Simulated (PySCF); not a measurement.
RuON, doublet: structure and spectrum

These are results of UPBE0 in PySCF with Ru def2-TZVP with ECP28, O def2-TZVP, N def2-TZVP; scalar-relativistic core potentials, no spin–orbit coupling; density-fitted integrals, not measurements.

The structure is a minimum.

```
Point group                                                                   : Cs
Bond lengths                                                                  : Ru–N 1.602 Å, Ru–O 1.721 Å
Bond angles                                                                   : N–Ru–O 121.4°
Heat capacity Cp at 298.15 K                                                  : 44.3 J/(mol K)
Rotational constants                                                          : 1.117, 0.2652, 0.2143 cm⁻¹
Rotational symmetry number                                                    : 1
Principal polarisabilities                                                    : 36.9, 44.3, 57.4 bohr³
Dipole moment                                                                 : 4.31 D
Atomisation energy without zero-point energy                                  : 823 kJ/mol
Lowest empty level (α)                                                        : -4.09 eV
Highest occupied level (β)                                                    : -6.95 eV
Zero-point energy                                                             : 13.1 kJ/mol
Principal quadrupole moments (Buckingham, traceless) about the centre of mass : -7.30, 2.46, 4.85 D Å
Spin squared ⟨S²⟩                                                             : 0.982
Enthalpy at 298.15 K above 0 K                                                : 11.44 kJ/mol
Entropy at 298.15 K and 1 bar (electronic part: spin only)                    : 279.0 J/(mol K)
```

Harmonic modes (masses in u: Ru 101.904, O 15.995, N 14.003):
```tsv
symmetry	ω (cm⁻¹)	IR (km/mol)	μ (u)
a'	249	3.0	17.04
a'	830	143	18.41
a'	1119	30.4	15.36
```

Charges (e):
```json
{"atom": "Ru1", "Mulliken": "1.08", "Löwdin": "0.56", "polar tensor": "1.14", "spin (Mulliken)": "0.84", "Mayer order to Ru1": "–"}
{"atom": "O2", "Mulliken": "-0.63", "Löwdin": "-0.35", "polar tensor": "-0.68", "spin (Mulliken)": "0.32", "Mayer order to Ru1": "1.59"}
{"atom": "N3", "Mulliken": "-0.46", "Löwdin": "-0.21", "polar tensor": "-0.46", "spin (Mulliken)": "-0.17", "Mayer order to Ru1": "2.51"}
```
Other Mayer orders above 0.3: O–N 0.45.

Mulliken populations on Ru1 (electrons outside its core potential): s 2.32, p 6.13, d 6.44, f 0.03.

Formally Ru is in oxidation state +5, d3, with 1 unpaired electron (the high-spin count would be 3). The Mulliken spin on Ru is 0.84. The polar-tensor charge on Ru, 1.14, is far below the formal one.

The determinant is spin-contaminated (⟨S²⟩ = 0.98, pure value 0.75). This need not be the most stable arrangement of these atoms. Other spin states or occupations of the open shell can lie lower.

The final relaxation and frequency run took 41 s on 4 threads of a shared Arm Neoverse V1 host, with 102 basis functions and 14 gradients; the process peaked at 1 GiB.
